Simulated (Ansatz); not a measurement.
# One elementary step

Start structure (Si$_{2}$H$_{6}$ClOF$_{3}$, closed shell), relaxed at PBE0-D4/def2-TZVP:

```xyz
13
angstrom
Si -1.1654 0.5929 -0.7747
Si 0.2683 -0.6685 -2.1157
F -0.7445 2.1033 -0.5933
F -2.6340 0.6054 -1.3684
F -1.3367 -0.0000 0.7010
H 1.4586 0.2814 1.7270
Cl 2.1636 0.4035 0.6115
H 0.4656 -0.6952 3.5039
O 0.3793 0.1154 2.9955
H 0.6862 -1.8810 -1.3740
H -0.5115 -1.0642 -3.3180
H 1.4302 0.1555 -2.5182
H -0.4597 0.0516 2.5235
```

The step: Si₂H₃F₃ ([F][Si]([F])([F])[SiH3]) + HCl + H₂O → SiClF₃ ([F][Si]([F])([F])[Cl]) + SiH₄ + H₂O; bonds formed: Si1–Cl7, Si2–H8, H6–O9; bonds broken: Si1–Si2, H6–Cl7, H8–O9. Computed with Ansatz 0.2.0 (basis: def2-TZVPP and def2-QZVPP); correlated methods freeze the cores. Extrapolation: Hartree–Fock as exp(−7.88 √X), correlation as X^−2.97. Energies below are by CCSD(T) at an estimated basis limit (MP2 extrapolated from triple and quadruple zeta, plus CCSD(T) − MP2 in triple zeta).

Problem. What are the electronic barrier and the energy of the step, from the start structure to the end structure? (To be estimated.)

Solution. The calculation gives: Barrier 44.23 kcal/mol; step energy -18.71 kcal/mol (downhill); reverse barrier, their difference, 62.94 kcal/mol. Barrier and step energy count from the start structure, the reverse barrier from the end structure.

The saddle point: One imaginary mode of 876i cm⁻¹.
```json
{"pair": "Si1–Cl7", "start (Å)": "3.61", "saddle (Å)": "2.26", "end (Å)": "2.01"}
{"pair": "Si2–H8", "start (Å)": "5.62", "saddle (Å)": "1.90", "end (Å)": "1.49"}
{"pair": "H6–O9", "start (Å)": "1.67", "saddle (Å)": "1.00", "end (Å)": "0.96"}
{"pair": "Si1–Si2", "start (Å)": "2.33", "saddle (Å)": "2.49", "end (Å)": "4.48"}
{"pair": "H6–Cl7", "start (Å)": "1.33", "saddle (Å)": "2.05", "end (Å)": "3.47"}
{"pair": "H8–O9", "start (Å)": "0.96", "saddle (Å)": "1.22", "end (Å)": "2.96"}
```

Zero-point energy (harmonic, PBE0-D4): ZPE is 42.65 kcal/mol at the start and 42.39 kcal/mol at the saddle, so the barrier goes from 44.23 to 43.97 kcal/mol.

T1 diagnostic: at most 0.013.

Labels in which every atom is bracketed show which atoms are joined, not bond orders.

For scale, one of the runs: CCSD(T)/def2-TZVPP, 334 basis functions, launched by `ansatz run in.yaml --threads 2 --pin off --events-out ev --progress --plain --max-ram 32768MiB --backend cuda --devices 0, --max-vram 18GiB`. Time: 33 s of wall clock on 2 CPU threads of an AMD EPYC 7R13 and a share of one NVIDIA H100; the host was shared. Peak host memory: 0.8 GiB.
